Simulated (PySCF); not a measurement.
Be(I)(NMe2) (C2H6BeIN), SMILES C[N](C)[Be][I].

The structure is a stationary point at PBE0-D3(BJ)/def2-SVP. The structure was generated by enumeration; whether it is a known compound was not checked. The def2 effective core potentials stand for the cores of I; spin–orbit coupling is left out. The values are those of a single conformer.

These are ωB97X/def2-TZVP (PySCF) values and carry that method's errors.

The molecule is in vacuum.

Question: Estimate the frontier levels, gap, dipole moment and polarisability. (The exact figures need the calculation; the answer reports its results.)

Answer: 
```
Item                                                                                                             Value
---------------------------------------------------------------------------------------------  -----------------------
highest occupied level                                                                                        -8.82 eV
lowest empty level                                                                                             1.38 eV
orbital gap                                                                                                   10.20 eV
dipole moment                                                                                                   1.96 D
quadrupole, principal values (traceless, Buckingham form, about the centre of nuclear charge)    -3.00, 1.27, 1.73 D·Å
mean static polarisability                                                                       79.7 bohr³ (11.81 Å³)
polarisability, principal values                                                               64.3, 70.3, 104.5 bohr³
```
